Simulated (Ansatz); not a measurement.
Cl3HMoO2 (`[O]=[Mo]([OH])([Cl])([Cl])[Cl]`), relaxed with RKS PBE0-D4/def2-TZVP in the Gaussian-basis code of Ansatz from a PBE-D4/def2-SVP geometry. The force threshold is 0.005 eV/Å; the program also tests the step.

Charge 0, multiplicity 1. Mo takes the def2 core potential.

Start:

```xyz
7

O    -0.091    1.773    0.089
Mo   -0.236    0.114    0.168
O     1.375   -0.662   -0.408
Cl    0.439   -0.343    2.339
Cl   -2.391   -0.358    0.885
Cl   -1.044   -0.280   -1.991
H     1.948   -0.244   -1.082
```

Problem. How much energy does the relaxation release, and in how many steps? (Best estimate.)

Solution. The calculation gave: 0.17 eV, in 33 steps, 6 of them rejected.

Problem. Which bonds change most? (An estimate is asked.)

Solution. Ansatz gave: Mo2–Cl4 from 2.319 to 2.280 Å; Mo2–Cl5 from 2.319 to 2.285 Å; Mo2–Cl6 from 2.338 to 2.310 Å; O1–Mo2 from 1.667 to 1.641 Å.

Problem. Give the relaxed structure. (Best estimate.)

Solution. Ansatz gave: 
```xyz
7

O    -0.223    1.891    0.263
Mo   -0.213    0.254    0.163
O     1.462   -0.059   -0.565
Cl    0.525   -0.577    2.154
Cl   -2.328   -0.240    0.873
Cl   -1.003   -0.402   -1.907
H     1.781   -0.867   -0.981
```
